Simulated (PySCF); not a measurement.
BBrH2. Atoms are numbered in the order given.

```xyz
4

B      0.0000     0.0000     1.5596
H      0.0000     1.0471     2.1111
H      0.0000    -1.0471     2.1111
Br     0.0000     0.0000    -0.3434
```
Charge 0, spin multiplicity 1.

Geometry: B3LYP-D3(BJ)/def2-TZVP.

Level of theory: M06-2X/def2-TZVPD (PySCF).

Symmetry labels are those of the subgroup C2v that the program uses (full group C2v).

Computed valence orbital energies around the gap with their symmetry:
```
orbital  symmetry  energy (eV)
-------  --------  -----------
HOMO−7         A2       -78.40
HOMO−6         A1       -78.38
HOMO−5         A1       -23.91
HOMO−4         A1       -16.07
HOMO−3         B2       -12.65
HOMO−2         A1       -11.79
HOMO−1         B1       -10.43
HOMO           B2        -9.43
LUMO           B1        -1.10
LUMO+1         A1         0.19
LUMO+2         A1         0.62
LUMO+3         B2         0.86
```
